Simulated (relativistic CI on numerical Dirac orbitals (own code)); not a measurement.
**Forbidden lines of Hf⁷⁺**

These numbers are calculated, not measured: Dirac-Coulomb-Breit CI, separate exchange-only KLI orbitals for each configuration, a model potential for QED, unscaled Slater integrals (own radial code, finite nucleus).

CI space (outside the closed core [Kr] 4d10): 4f13.5s2.5p4, 4f12.5s2.5p5, 4f14.5s2.5p3, 4f13.5s.5p5, 4f13.5s2.5p3.5d, 4f12.5s.5p6, 4f11.5s2.5p5.5d, 4f12.5s2.5p4.5d, 4f14.5s2.5p2.5d, 4f14.5s.5p4, 4f11.5s2.5p5.6s, 4f13.5s.5p4.5d, 4f13.5s2.5p3.5f, 4f14.5s2.5p2.6s, 4f14.5p5, 4f13.5s2.5p3.6s, 4f12.5s2.5p4.6p, 4f14.5s2.5p2.5g, 4f14.5s.5p3.6p, 4f13.5p5.5d, 4f14.5p4.5d, 4f13.5s.5p4.6s, 4f14.5p4.6s, 4f11.5s2.5p6, 4f10.5s2.5p6.5d, 4f13.5p6, 4f12.5p6.5d, 4f14.5s2.5p2.6p, 4f14.5s2.5p.5d.6p, 4f14.5s.5p3.5d, 4f14.5s.5p2.5d2, 4f14.5s2.5p2.5f, 4f14.5s2.5p.5d.5f. Double excitations out of closed p, d and f shells are left out; levels of such configurations are missing from the list, as are those of other unlisted configurations, and high levels can miss mixing partners. These lack a partner that the ground configuration has and come out too high: 4f12.5s2.5p4.6p.

```tsv
λ vac (nm)	Lower	Upper	Type	A (s⁻¹)	log gf
230.57	4f11.5s2.5p6 4I°_15/2 [1]	4f11.5s2.5p6 2K°_15/2 [27]	M1	8.97e+01	-5.94
305.26	4f11.5s2.5p6 4I°_13/2 [2]	4f11.5s2.5p6 4G°_11/2 [30]	M1	4.38e+01	-6.13
315.37	4f11.5s2.5p6 4I°_13/2 [2]	4f11.5s2.5p6 2K°_15/2 [27]	M1	1.71e+01	-6.39
389.17	4f11.5s2.5p6 4I°_9/2 [5]	4f11.5s2.5p6 2G°_7/2 [33]	M1	1.00e+01	-6.74
428.17	4f11.5s2.5p6 4I°_11/2 [3]	4f11.5s2.5p6 4F°_9/2 [23]	M1	4.22e+01	-5.94
505.59	4f11.5s2.5p6 4I°_13/2 [2]	4f11.5s2.5p6 2H°_11/2 [13]	M1	9.90e+01	-5.34
563.84	4f12.5s2.5p5 4G°_11/2 [10]	4f12.5s2.5p5 4G°_9/2 [31]	M1	5.14e+01	-5.61
571.07	4f12.5s2.5p5 4I°_15/2 [7]	4f12.5s2.5p5 4I°_13/2 [21]	M1	1.33e+02	-5.04
577.96	4f12.5s2.5p5 2G°_9/2 [8]	4f12.5s2.5p5 4F°_9/2 [26]	M1	1.69e+01	-6.07
645.48	4f11.5s2.5p6 4I°_9/2 [5]	4f11.5s2.5p6 4F°_7/2 [18]	M1	2.56e+01	-5.89
678.47	4f12.5s2.5p5 2G°_9/2 [8]	4f12.5s2.5p5 2G°_7/2 [22]	M1	1.69e+01	-6.03
701.61	4f11.5s2.5p6 4F°_9/2 [9]	4f11.5s2.5p6 4F°_9/2 [23]	M1	3.32e+01	-5.61
703.29	4f11.5s2.5p6 4I°_11/2 [3]	4f11.5s2.5p6 2H°_11/2 [13]	M1	1.11e+01	-6.01
730.28	4f12.5s2.5p5 4H°_13/2 [4]	4f12.5s2.5p5 4H°_11/2 [14]	M1	5.43e+01	-5.28
770.45	4f11.5s2.5p6 2H°_11/2 [13]	4f11.5s2.5p6 4G°_11/2 [30]	M1	1.43e+01	-5.81
787.42	4f12.5s2.5p5 2D°_5/2 [11]	4f12.5s2.5p5 4D°_3/2 [28]	M1	3.51e+01	-5.88
823.70	4f12.5s2.5p5 2H°_11/2 [6]	4f12.5s2.5p5 4G°_9/2 [15]	M1	4.54e+01	-5.34
857.40	4f11.5s2.5p6 4I°_15/2 [1]	4f11.5s2.5p6 4I°_13/2 [2]	M1	5.72e+01	-5.05
1098.6	4f11.5s2.5p6 4I°_11/2 [3]	4f11.5s2.5p6 4F°_9/2 [9]	M1	8.11e+00	-5.83
1798.5	4f11.5s2.5p6 4I°_13/2 [2]	4f11.5s2.5p6 4I°_11/2 [3]	M1	7.07e+00	-5.39
```

Terms are leading LS components. Brackets give the number of a level in order of energy, since labels repeat. The list gives strong lines, with weight on those to low levels, among the lowest 400 of 8821 levels, so that lines to higher ones, which can be the strongest, are missing. Levels whose partners in the same complex of configurations lie outside the list can be far off, and so can their lines. Rates are taken at the computed energies, electric ones in the length gauge.

At this charge configurations can still be misplaced by up to about 7 % of their energy. Terms inside the open d or f shell come out 10 to 20 % too wide with unscaled integrals. Levels and lines within the n = 5 or 6 shells can be off by up to 10 % or somewhat more, and those that change n by about 2 %, since core polarisation is missing. Levels that differ in their count of f electrons can be misplaced by several ten thousand cm⁻¹, since the correlation energy of f electrons is missing or only estimated; rates across such gaps can be off by orders of magnitude. The computed lowest level isn't the tabulated ground level, which NIST ASD gives as 4f13 5p4 °.

From the table, what is the radiative lifetime of 4f11.5s2.5p6 2K°_15/2?

The listed rates from this level add up to about 1.07e+02 s⁻¹, 100 % of its decay; with all channels τ = 9.36e-03 s.

LS names give the leading component of a level, which can be under half, so a name can repeat, a term be missing and a line seem to break the LS rules.
